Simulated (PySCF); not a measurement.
IZn, charge +1, singlet, at a GFN2-xTB geometry (such geometries of metal compounds can be far from the true shape) (core potentials on I); PySCF with R2SCAN/def2-SV(P).

The PySCF input:
```python
from pyscf import gto, scf, dft

mol = gto.Mole()
mol.atom = '''
    Zn   -0.00000000   -0.00000000   -1.52043851
    I     0.00000000    0.00000000    0.86062557
'''
mol.basis = 'def2-sv(p)'
mol.ecp = {'I': 'def2-sv(p)'}
mol.charge = 1
mol.verbose = 4
mol.build()

mf = dft.RKS(mol)
mf.xc = 'r2scan'
mf.kernel()
```

What the program printed (banner, timings and long lists left out):

```
PySCF version 2.14.0

[INPUT] verbose = 4
[INPUT] num. atoms = 2
[INPUT] num. electrons = 54
[INPUT] charge = 1
[INPUT] spin (= nelec alpha-beta = 2S) = 0
[INPUT] symmetry False subgroup None
[INPUT] Mole.unit = angstrom
[INPUT] Symbol           X                Y                Z      unit          X                Y                Z       unit  Magmom
[INPUT]  1 Zn     0.000000000000   0.000000000000  -1.520438510000 AA    0.000000000000   0.000000000000  -2.873212373142 Bohr   0.0
[INPUT]  2 I      0.000000000000   0.000000000000   0.860625570000 AA    0.000000000000   0.000000000000   1.626346623098 Bohr   0.0

nuclear repulsion = 166.68300174013
number of shells = 20
number of NR pGTOs = 127
number of NR cGTOs = 50
basis = def2-sv(p)
ecp = {'I': 'def2-sv(p)'}

******** <class 'pyscf.dft.rks.RKS'> ********
method = RKS
initial guess = minao
damping factor = 0
level_shift factor = 0
DIIS = <class 'pyscf.scf.diis.CDIIS'>
diis_start_cycle = 1
diis_space = 8
diis_damp = 0
SCF conv_tol = 1e-09
SCF conv_tol_grad = None
SCF max_cycles = 50
direct_scf = True
direct_scf_tol = 1e-13
XC library pyscf.dft.libxc version 7.1.2
    S. Lehtola, C. Steigemann, M. J. T. Oliveira, and M. A. L. Marques,  SoftwareX 7, 1–5 (2018)
XC functionals = r2scan
    J. W. Furness, A. D. Kaplan, J. Ning, J. P. Perdew, and J. Sun,  J. Phys. Chem. Lett. 11, 8208–8215 (2020)
    J. W. Furness, A. D. Kaplan, J. Ning, J. P. Perdew, and J. Sun,  J. Phys. Chem. Lett. 11, 9248–9248 (2020)
    J. W. Furness, A. D. Kaplan, J. Ning, J. P. Perdew, and J. Sun,  J. Phys. Chem. Lett. 11, 8208–8215 (2020)
    J. W. Furness, A. D. Kaplan, J. Ning, J. P. Perdew, and J. Sun,  J. Phys. Chem. Lett. 11, 9248–9248 (2020)
radial grids:
    Treutler-Ahlrichs [JCP 102, 346 (1995); DOI:10.1063/1.469408] (M4) radial grids

becke partition: Becke, JCP 88, 2547 (1988); DOI:10.1063/1.454033
pruning grids: <function nwchem_prune>
grids dens level: 3
symmetrized grids: False
atomic radii adjust function: <function treutler_atomic_radii_adjust>
small_rho_cutoff = 0
Set gradient conv threshold to 3.16228e-05
Initial guess from minao.
tot grids = 42600
init E= -2045.64999671633
  HOMO = -0.724739385224287  LUMO = -0.598204006658349  gap/eV = 3.44320
cycle= 1 E= -2074.68034637592  delta_E=  -29  |g|= 3.32  |ddm|=  8.5
  HOMO = -0.370108158404109  LUMO = -0.206087852778246  gap/eV = 4.46322
cycle= 2 E= -2068.68471636875  delta_E=    6  |g|= 4.17  |ddm|= 8.74
  HOMO = -0.313764351801056  LUMO = -0.21538176411903  gap/eV = 2.67713
cycle= 3 E= -2075.98123496997  delta_E= -7.3  |g|= 1.49  |ddm|= 6.72
  HOMO = -0.482983051324327  LUMO = -0.366689162443912  gap/eV = 3.16452
cycle= 4 E= -2076.58193154793  delta_E= -0.601  |g|= 0.635  |ddm|=  2.2
  HOMO = -0.391716720511853  LUMO = -0.389068889503338  gap/eV = 0.07205
cycle= 5 E= -2076.47839184551  delta_E= 0.104  |g|= 0.585  |ddm|= 1.62
  HOMO = -0.447755754071417  LUMO = -0.392996144328372  gap/eV = 1.49008
cycle= 6 E= -2076.6511749756  delta_E= -0.173  |g|= 0.0597  |ddm|= 1.29
  HOMO = -0.453057214356034  LUMO = -0.398674907713021  gap/eV = 1.47982
cycle= 7 E= -2076.65181031489  delta_E= -0.000635  |g|= 0.0245  |ddm|= 0.103
  HOMO = -0.452893346721247  LUMO = -0.397142953768579  gap/eV = 1.51705
cycle= 8 E= -2076.65208323477  delta_E= -0.000273  |g|= 0.00115  |ddm|= 0.049
  HOMO = -0.45320670919396  LUMO = -0.397107576686821  gap/eV = 1.52654
cycle= 9 E= -2076.65208347459  delta_E= -2.4e-07  |g|= 0.000829  |ddm|= 0.00427
  HOMO = -0.453125668543335  LUMO = -0.397143360183107  gap/eV = 1.52336
cycle= 10 E= -2076.65208382946  delta_E= -3.55e-07  |g|= 5.67e-05  |ddm|= 0.00189
  HOMO = -0.45312444224076  LUMO = -0.397153647109866  gap/eV = 1.52304
cycle= 11 E= -2076.65208383121  delta_E= -1.76e-09  |g|= 3.7e-06  |ddm|= 0.000138
  HOMO = -0.453125140747918  LUMO = -0.397153666616578  gap/eV = 1.52306
cycle= 12 E= -2076.65208383123  delta_E= -1.41e-11  |g|= 3.27e-07  |ddm|= 1.09e-05
  HOMO = -0.453125265497384  LUMO = -0.397153663527514  gap/eV = 1.52306
Extra cycle  E= -2076.65208383123  delta_E= 4.55e-13  |g|= 7.36e-07  |ddm|= 2.72e-06
converged SCF energy = -2076.65208383123
```
